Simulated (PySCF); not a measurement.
# LiSb⁺: from constants to spectrum

UHF-CCSD(T) constants of LiSb⁺, ⁴Σ⁻ (quartet), unpaired electrons σ ↑, π ↑↑ (PySCF, scalar-relativistic core potentials, basis sets Li def2-SVP, Sb def2-SVP with ECP28; masses 7.0160 and 120.9038 u):

- ωe: 191.0 cm⁻¹
- ωexe: 2.45 cm⁻¹
- Be: 0.27743 cm⁻¹
- αe: 0.00549 cm⁻¹
- D (centrifugal): 2.34e-06 cm⁻¹
- De to Li⁺ + Sb: 0.390 eV

Q: Give the vibrational terms G(v) and spacings up to v = 6.

A: G(v) = ωe(v+½) − ωexe(v+½)².

```csv
v,G(v) (cm⁻¹),G(v) − G(v−1),Bv (cm⁻¹)
0,94.9,,0.2747
1,281.0,186.1,0.2692
2,462.2,181.2,0.2637
3,638.5,176.3,0.2582
4,809.9,171.4,0.2527
5,976.4,166.5,0.2472
6,1138.0,161.6,0.2417
```

Q: How well does the Morse estimate ωe²/(4ωexe) reproduce De, and what is D0?

A: It gives 0.462 eV, 118 % of the computed De. D0 = De − G(0) = 0.390 − 0.012 = 0.378 eV.

Correlated steps freeze 4 core orbitals. The bond is weak. Basis-set superposition, not corrected here, can be much of De in a small basis, most of all at correlated wavefunction levels. Spin–orbit coupling is left out, which matters for elements this heavy, above all for dissociation energies. For an ion De counts to the pair picked by the measured ionisation energies or electron affinities, which need not be the lowest pair at this level. The state was picked by a PBE0 search and need not be the measured ground state.
